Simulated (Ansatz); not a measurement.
Basis sets compared for GeBr2⁻. The state is a doublet with charge -1. Geometry B3LYP-D4/def2-TZVPD. Ansatz on 4 threads of Intel Xeon on a shared host; times are rough, and most runs start from earlier orbitals.

Cartesian coordinates in Å:
```
Ge -0.476 -0.140 -0.953
Br 0.960 1.777 -0.134
Br -0.484 -1.637 1.088
```

The 6-31G sets use Cartesian d functions. At HF/STO-3G, PBE-D4/def2-SVPD, PBE-D4/def2-TZVPD the highest occupied level of the charge -1 doublet lies above zero (up to 1.25 eV). In Hartree–Fock with STO-3G the lack of diffuse functions raises the level. By energy differences its removal costs 2.03 eV (vertical, to the charge 0 singlet, at PBE0-D4/def2-TZVPD). The structure comes from a short search, and lower isomers may exist.

```csv
level,functions,energy (Eh),HOMO (eV),LUMO (eV),wall time
HF/STO-3G,54,-7141.0541,1.25,12.49,0.8 s
HF/6-31G,87,-7219.2799,-2.82,5.72,2.4 s
PBE-D4/def2-SVPD,120,-7223.5109,0.83,2.02,2.8 s
PBE0-D4/def2-SVPD,120,-7223.7379,-0.22,2.80,6 s
```

Q: Estimate the rows for PBE-D4/def2-TZVPD, PBE0-D4/def2-TZVPD.

A: 
```json
{"level": "PBE-D4/def2-TZVPD", "functions": "168", "energy (Eh)": "-7224.3892", "HOMO (eV)": "0.80", "LUMO (eV)": "1.98", "wall time": "5 s"}
{"level": "PBE0-D4/def2-TZVPD", "functions": "168", "energy (Eh)": "-7224.6163", "HOMO (eV)": "-0.21", "LUMO (eV)": "2.76", "wall time": "9.6 s"}
```
